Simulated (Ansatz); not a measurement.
Two structures of CH7ClGe, singlet, reached by relaxing down either side of one saddle point (PBE0-D4/def2-TZVP). Energies are electronic, without zero-point energy. Program: Ansatz 0.2.0. Basis: def2-TZVPP and def2-QZVPP. Cores are frozen in the correlated methods. Filled d shells of the heavier atoms are correlated. The def2 sets are not built for correlating such inner shells, so the correlated values are less sure here. Extrapolation: Hartree–Fock as exp(−7.88 √X), correlation as X^−2.97. First:

| atom | x (Å) | y (Å) | z (Å) |
| --- | --- | --- | --- |
| Ge1 | -0.4826 | -0.8077 | -0.6411 |
| Cl2 | 1.5629 | -1.1525 | -1.2668 |
| H3 | -1.3662 | -1.3004 | -1.7970 |
| H4 | -0.6945 | -1.6644 | 0.6155 |
| C5 | -0.6752 | 1.0921 | -0.3026 |
| H6 | 2.0179 | -0.3755 | 1.7174 |
| H7 | 1.7738 | -0.1556 | 2.3885 |
| H8 | -1.6976 | 1.3128 | 0.0100 |
| H9 | 0.0126 | 1.3979 | 0.4855 |
| H10 | -0.4511 | 1.6536 | -1.2095 |

Second:

```xyz
10
angstrom
Ge -0.6650 -0.8185 0.4834
Cl 3.0933 0.2574 -0.8690
H -1.3027 -1.8410 -0.4707
H -1.3902 -0.8646 1.8380
C -0.6904 0.9757 -0.2770
H 2.2467 -0.4090 -0.1676
H 0.7966 -1.2685 0.7332
H -1.7198 1.2925 -0.4491
H -0.2155 1.6824 0.4044
H -0.1531 0.9936 -1.2256
```

Question: Which bonds change from the first to the second?

Answer: CH₅ClGe ([CH3][GeH2][Cl]) + H₂ → CH₆Ge ([CH3][GeH3]) + HCl; bonds formed: Ge1–H7, Cl2–H6; bonds broken: Ge1–Cl2, H6–H7.

Question: Give the saddle point's structure and its height above each. (To be estimated.)

Answer: The calculation gives: 221.4 kJ/mol above the first and 165.5 kJ/mol above the second (CCSD(T) at an estimated basis limit (MP2 extrapolated from triple and quadruple zeta, plus CCSD(T) − MP2 in triple zeta)).
```
10
angstrom
Ge -0.2863 -0.6937 0.1133
Cl 2.0775 -0.3084 -1.0405
H -0.3964 -1.8516 -0.8730
H -1.0728 -1.0931 1.3970
C -0.6995 1.1383 -0.3317
H 1.5806 -0.7245 0.6285
H 1.0913 -0.9118 1.3267
H -1.7458 1.3423 -0.0960
H -0.0614 1.7944 0.2605
H -0.4874 1.3082 -1.3848
```

The T1 diagnostic stays at or below 0.012.

Labels in which every atom is bracketed show which atoms are joined, not bond orders.

For scale, one of the runs: CCSD(T)/def2-TZVPP, 219 basis functions, launched by `ansatz run in.yaml --threads 4 --pin off --events-out ev --progress --plain --max-ram 9574MiB`. Time: 110 s of wall clock on 4 CPU threads of an Arm Neoverse V1; the host was shared. Peak host memory: 3.2 GiB.
